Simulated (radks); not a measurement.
Q: The indium ion In38+, 11 electrons, occupied as [Ne] 3s1. Calculated with a radial shooting solver on a logarithmic mesh with Libxc functionals: scalar-relativistic Kohn-Sham, LDA (Slater exchange, Perdew-Wang correlation), spin-polarised, spherical densities, point nucleus; open shells are filled with parallel spins first (spin-orbit coupling, left out, can overturn this in heavy ions). Some entries of the table are withheld. Estimate them.

| orbital | occ. | eigenvalue (hartree) | <r> (bohr) | <r^2> (bohr^2) |
|---|---|---|---|---|
| 1s up | 1 | -1106.042 | 0.02972 | 0.001195 |
| 1s down | 1 | -1105.941 | 0.02972 | 0.001195 |
| 2s up | 1 | -234.6630 | 0.1263 | 0.01875 |
| 2s down | 1 | -234.5522 | 0.1262 | 0.01872 |
| 2p up | 3 | -220.1321 | 0.1098 | 0.01465 |
| 2p down | 3 | -220.0343 | 0.1098 | 0.01463 |
| 3s up | 1 | -95.61376 | 0.3032 | (1) |
| 3s down | 0 | -94.92535 | 0.3031 | (2) |

A: 
(1) 3s up <r^2> (bohr^2): 0.1045
(2) 3s down <r^2> (bohr^2): 0.1045
